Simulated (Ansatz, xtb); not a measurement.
System: C₂H₃N (charge 0, singlet). 
Geometry from a B3LYP-D3(BJ)/def2-TZVP (Ansatz, an electronic-structure program) optimisation:
SMILES: [N+](#[C-])C
```xyz
6

C     -1.1048     0.0069    -0.0265
N      0.3127    -0.0019     0.0075
C      1.4768    -0.0092     0.0354
H     -1.4600    -0.6890    -0.7861
H     -1.4990    -0.2921     0.9445
H     -1.4620     1.0085    -0.2642
```
Charge 0, spin multiplicity 1.

Harmonic wavenumbers from GFN2-xTB (xtb, at its own minimum), cm⁻¹: 329, 329, 1021, 1080, 1080, 1381, 1442, 1442, 2257, 2992, 2992, 3001.

**Question.** Give the harmonic wavenumbers at B3LYP-D3(BJ)/def2-TZVP (Ansatz, finite differences of forces, unscaled).

**Answer.** 276, 276, 958, 1148, 1148, 1456, 1491, 1491, 2245, 3051, 3121, 3121 cm⁻¹. Zero-point energy 28.3 kcal/mol.

**Question.** From these and the geometry, give the ideal-gas thermochemistry at 298.15 K and 1 atm (rigid rotor, harmonic oscillator).

**Answer.** Point group C3v, rotational symmetry number 3. Rotational constants 159, 10.12, 10.12 GHz. S(trans) 37.06, S(rot) 18.33, S(vib) 3.37, S(elec, spin only) 0.00, S 58.8 cal/(mol K). H(298) - H(0) 3.00 kcal/mol; G - E(el) 13.8 kcal/mol. Tabulated S at 1 bar: 59.0 cal/(mol K) (CRC Handbook, as tabulated in the package chemicals); it can hold hindered rotation or other conformers, which this model lacks.
